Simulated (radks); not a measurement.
Q: All-electron atom: Br15+ in [Ar] 3d2. Calculated with a radial shooting solver on a logarithmic mesh with Libxc functionals: Dirac Kohn-Sham, LB94 model potential, spin-unpolarised, spherical densities, finite nucleus; open shells fill j = l - 1/2 first; Fermi nuclear charge, rms radius 4.1629 fm. Some entries of the table are withheld. Estimate them.

orbital,occ.,eigenvalue (eV),<r^2> (bohr^2),<1/r> (bohr^-1)
1s1/2,2,-13920.35,0.002451,35.70
2s1/2,2,-2275.434,0.04160,7.995
2p1/2,2,-2105.420,0.03192,(1)
2p3/2,4,-2057.032,0.03331,(2)
3s1/2,2,-686.4999,0.2899,2.873
3p1/2,2,-627.6949,0.2830,2.808
3p3/2,4,-618.6789,0.2912,2.746
3d3/2,2,-523.3032,0.2494,2.623
3d5/2,0,-521.5104,0.2516,2.608
4s1/2,0,-323.9691,1.183,1.399
4p1/2,0,(3),1.228,1.360
4p3/2,0,(4),1.252,1.341

A: 
(1) 2p1/2 <1/r> (bohr^-1): 7.970
(2) 2p3/2 <1/r> (bohr^-1): 7.709
(3) 4p1/2 eigenvalue (eV): -301.8904
(4) 4p3/2 eigenvalue (eV): -298.9991
